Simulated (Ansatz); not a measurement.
Species: CH$_{5}$AsB, charge 0, doublet. CH5AsB (SMILES C[B][AsH2], doublet).
B3LYP-D3(BJ)/def2-TZVP minimum from Ansatz (a quantum-chemistry and plane-wave program):
```
B
C 1 1.5411
H 2 1.0925 1 113.50
H 2 1.0960 3 108.94 1 128.64
H 2 1.0998 3 106.16 4 114.84
As 1 1.9929 2 132.60 3 160.43
H 6 1.5170 1 98.01 2 -147.99
H 6 1.5279 7 95.21 1 -100.39
```
Charge 0, spin multiplicity 2.

Quantity: atomisation energy (electronic, to ground-state atoms), in kcal/mol. Radicals and triplets start from unrestricted determinants; spin-orbit coupling is neglected. Correlated methods leave the cores frozen (noble-gas shells, and filled d and f shells in the p block). No relativity. CBS(X,Y): correlation extrapolated as X^-3, Hartree-Fock from the larger set. A bracket is a step between two methods taken in the basis named. For partners of very few electrons the exact lower level stands in for a higher one.

CCSD(T)/CBS(cc-pVTZ,cc-pVQZ) + [CCSDT(Q) - CCSD(T)]/cc-pVDZ (Ansatz) gives 590.6 kcal/mol.

### Question
What does PBE/def2-TZVPD (Ansatz) give here, and how do the other levels compare?

### Answer
PBE gives 605.4 kcal/mol, 14.8 kcal/mol above it. Differences of the others: B3LYP/def2-TZVPD (Ansatz) 5.6; PBE0/def2-TZVPD (Ansatz) 7.5; wB97M-V/def2-TZVPD (Ansatz) 4.4; CCSD(T)/CBS(cc-pVTZ,cc-pVQZ) (Ansatz) -0.6 kcal/mol.
